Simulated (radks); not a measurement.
The numbers below are computed, except where a source is named.
Effect of the nuclear size on the potassium ion K3+, [Ne] 3s2 3p4. Level of theory: Dirac Kohn-Sham, PBE, spin-unpolarised, spherical densities, finite nucleus; open shells fill j = l - 1/2 first; Fermi nuclear charge, rms radius 3.4349 fm (a radial shooting solver on a logarithmic mesh with Libxc functionals). The rms radius is varied about that value; shifts are against it.

[
 {"rms radius (fm)": "3.0777", "total energy shift (eV)": "-0.00466", "density at nucleus (e/bohr^3)": "5211", "1s1/2 shift (meV)": "-1.96", "2s1/2 shift (meV)": "-0.152", "2p1/2 shift (meV)": "0.025"},
 {"rms radius (fm)": "3.2632", "total energy shift (eV)": "-0.00230", "density at nucleus (e/bohr^3)": "5204", "1s1/2 shift (meV)": "-0.968", "2s1/2 shift (meV)": "-0.075", "2p1/2 shift (meV)": "0.012"},
 {"rms radius (fm)": "3.4349", "total energy shift (eV)": "0", "density at nucleus (e/bohr^3)": "5198", "1s1/2 shift (meV)": "0.000", "2s1/2 shift (meV)": "0.000", "2p1/2 shift (meV)": "0.000"},
 {"rms radius (fm)": "3.6135", "total energy shift (eV)": "0.00252", "density at nucleus (e/bohr^3)": "5192", "1s1/2 shift (meV)": "1.06", "2s1/2 shift (meV)": "0.082", "2p1/2 shift (meV)": "-0.013"},
 {"rms radius (fm)": "4.2249", "total energy shift (eV)": "0.0121", "density at nucleus (e/bohr^3)": "5173", "1s1/2 shift (meV)": "5.08", "2s1/2 shift (meV)": "0.393", "2p1/2 shift (meV)": "-0.064"}
]

Slopes of the eigenvalues against <r^2> in GHz/fm^2, as finite differences over the two radii next to the reference (eigenvalue slopes, not the field-shift constants of lines): 1s1/2 203, 2s1/2 15.7.
